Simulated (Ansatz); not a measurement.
A search over several starts for the lowest SCF solution of PPt₃⁻ at the given spin, in a small basis.

```yaml
crystal:
  periodic: [false, false, false]
  atoms:
    - {symbol: P, position_ang: [-0.459213, 0.844028, -0.003313]}
    - {symbol: Pt, position_ang: [-0.540935, -1.382286, 0.116052]}
    - {symbol: Pt, position_ang: [0.336898, 0.173643, -1.953654]}
    - {symbol: Pt, position_ang: [0.663250, 0.364605, 1.840916]}
basis:
  gaussian: {orbitals: def2-SVP}
total_charge: -1
magnetization: {spin_polarized: true, initial_magnetization: 0}
hamiltonian: {xc: pbe0, dispersion: d4}
output: {orbitals: {seedname: orbitals}}
```

```sh
$ ansatz run in.yaml --threads 4 --pin off --events-out ev --progress --plain --max-ram 3916MiB
```

Shortened log:

```
Functional definition: PBE0
1136 factors; integrals over basis functions are off by at most 7.7e-4 eV
mean field evaluation 1: about -19025.2770 eV, gradient 1.8e1 eV
mean field evaluation 2: about -19013.8967 eV, gradient 5.4e1 eV
mean field evaluation 4: about -19026.9358 eV, gradient 5.1e0 eV
mean field evaluation 8: about -19027.2437 eV, gradient 5.7e-1 eV
mean field evaluation 16: about -19027.2469 eV, gradient 1.5e-3 eV
mean field evaluation 32: about -19027.3608 eV, gradient 4.3e-3 eV
mean field evaluation 64: about -19004.2324 eV, gradient 8.8e1 eV
mean field evaluation 96: about -18999.0751 eV, gradient 9.3e1 eV
mean field evaluation 128: about -18993.9688 eV, gradient 8.4e1 eV
mean field evaluation 160: about -19012.2126 eV, gradient 1.0e2 eV
mean field evaluation 192: about -19022.9942 eV, gradient 1.9e1 eV
mean field evaluation 224: about -19026.8711 eV, gradient 7.5e-2 eV
mean field evaluation 256: about -19018.2318 eV, gradient 4.1e1 eV
mean field evaluation 288: about -19027.3608 eV, gradient 2.3e-4 eV
mean field evaluation 320: about -19027.3608 eV, gradient 5.3e-4 eV
mean field -19027.36077255 eV, -699.2426111830 hartree, gradient 4.7e-5 eV, S^2 0.697978; 14 other end points of the search recorded, 0 dependent functions left out
reference -19027.36079977 eV, -699.2426121833 hartree; 35, 35 occupied and 79, 79 virtual orbitals, 1136 factors
Total energy: -19027.60800782 eV, -699.2516969114 hartree
```

Hardware: 4 threads of AMD EPYC 7B13 on a shared host. Wall time 30 s, peak host memory 0.55 GiB.

Other converged states that the search met: 0.11 eV higher (⟨S²⟩ = 0.00).

In the def2 sets Pt takes a core potential; there is no spin–orbit coupling. The unrestricted singlet has broken spin symmetry (⟨S²⟩ up to 0.70). The structure comes from a short search, and lower isomers may exist.
